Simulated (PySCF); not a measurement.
A thermochemical cycle for ZnF

r²SCAN in PySCF with x2c-SVPall on every atom, spin-free X2C, for the lowest determinant that a PBE0 search found; no spin–orbit coupling. ZnF, a doublet (σ ↑), has De = 3.01 eV to neutral atoms, and ZnF⁺, a singlet (closed shell), has De = 2.88 eV to Zn⁺ + F.

At the same level the Zn atom ionises at 9.42 eV.

**Question.** What is the adiabatic ionisation energy of the molecule, and does ionisation strengthen or weaken the bond?

**Answer.** IE = IE(Zn) + De(neutral) − De(ion) = 9.42 + 3.01 − 2.88 = 9.55 eV. De changes by -0.13 eV, so ionisation weakens the bond.

For an ion De counts to the pair picked by the measured ionisation energies or electron affinities, which need not be the lowest pair at this level. States were picked by a PBE0 search and need not be the measured ground states.
